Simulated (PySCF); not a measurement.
Structure problem from calculated spectra and properties.

Formula: C8H7FO2.

* Couplings: largest of the computed one-bond spin–spin couplings (means over like bonds): 19F–13C -407.0, 13C–1H +175.0, 13C–1H +171.3, 13C–1H +169.8, 13C–1H +169.3, 13C–1H +149.4 (×3) Hz [B3LYP/pcJ-1, spin–dipole term left out for some pairs]
* 1H NMR: chemical shifts (computed TMS as zero) by class: 7.87 (1 H), 7.81 (1 H), 7.53 (1 H), 7.37 (1 H), 3.79 (3 H) ppm [GIAO B97-2/pcSseg-2]
* UV, strongest line: among the 10 lowest singlet transitions: S4 at 6.29 eV (197 nm, f = 0.536) [TDDFT CAM-B3LYP/def2-SVPD]
* 13C NMR: chemical shifts (computed TMS as zero) by class: 167.0 (1 C), 165.4 (1 C), 135.9 (1 C), 133.8 (1 C), 131.0 (1 C), 129.8 (1 C), 118.7 (1 C), 56.0 (1 C) ppm [GIAO B97-2/pcSseg-2]
* Rotational structure: rotational constants A, B, C: 1.922, 0.764, 0.549 GHz [PBE0-D3(BJ)/def2-SVP]
* UV, first state: lowest singlet excitation: 4.53 eV (274 nm, f = 0.071) [TDDFT CAM-B3LYP/def2-SVPD]
* Polarisability: 101.8 au [CAM-B3LYP/def2-SVPD]

Electronic properties: PySCF, gas phase, density fitting. Levels stand in brackets. Isolated species at its PBE0-D3(BJ)/def2-SVP geometry (one conformer only). NMR values are class means; diastereotopic atoms form classes of their own.

Problem. Give a SMILES that accounts for the data.

Solution. Numbering: `[CH3:1][O:2][c:3]1[cH:4][cH:5][cH:6][c:7]([C:8](=[O:9])[F:10])[cH:11]1`. Its formula, C8H7FO2, gives 5 degrees of unsaturation: 1 ring and 4 π bonds in the structure found (Kekulé form). 8 carbons fall into 8 classes; from least to most shielded: aromatic carbon bearing oxygen [C3] (167.0 ppm), acyl halide carbon [C8] (165.4 ppm), aromatic CH carbon [C5] (135.9 ppm), substituted aromatic carbon [C7] (133.8 ppm), aromatic CH carbon [C4] (131.0 ppm), aromatic CH carbon [C6] (129.8 ppm), aromatic CH carbon [C11] (118.7 ppm), methoxy carbon [C1] (56.0 ppm). Hydrogen classes from least to most shielded: 1 H on an aromatic CH carbon, C11 (7.87 ppm), 1 H on an aromatic CH carbon, C6 (7.81 ppm), 1 H on an aromatic CH carbon, C5 (7.53 ppm), 1 H on an aromatic CH carbon, C4 (7.37 ppm), 3 H on a methoxy carbon, C1 (3.79 ppm). The couplings run between: -407.0 Hz, acyl fluorine [F10] and acyl halide carbon [C8]; +175.0 Hz, aromatic CH carbon [C6] and its hydrogen; +171.3 Hz, aromatic CH carbon [C11] and its hydrogen; +169.8 Hz, aromatic CH carbon [C4] and its hydrogen; +169.3 Hz, aromatic CH carbon [C5] and its hydrogen; +149.4 Hz, methoxy carbon [C1] and its hydrogen (with 2 like pairs). S1 is mainly HOMO→LUMO (weight 0.87); the largest Löwdin shares of the orbital it empties are 0.22 on the aryl ether oxygen, 0.18 on an aromatic CH carbon, 0.15 on the aromatic carbon bearing oxygen and 0.12 on an aromatic CH carbon, of the orbital it fills 0.17 on the acyl halide carbon, 0.14 on the carbonyl oxygen, 0.14 on an aromatic CH carbon and 0.13 on the substituted aromatic carbon. By its constants the optimised geometry is an asymmetric top. Structure: `COc1cccc(C(=O)F)c1`. Computed isomers that give other values at the same levels: `O=C(O)Cc1ccc(F)cc1` (rotational constant A: 3.309 GHz; this holds for the one conformer computed); `COC(=O)c1ccc(F)cc1` (rotational constant A: 3.481 GHz; this holds for the one conformer computed); `O=C(O)Cc1ccccc1F` (rotational constant A: 2.250 GHz; this holds for the one conformer computed). The assignments are read from this structure; whether some other isomer fits the data as well wasn't checked.

Shape of the structure used: `[CH3:1][O:2][c:3]1[cH:4][cH:5][cH:6][c:7]([C:8](=[O:9])[F:10])[cH:11]1`: C1–O2–C3–C4 180°, C6–C7–C8–O9 -179°.
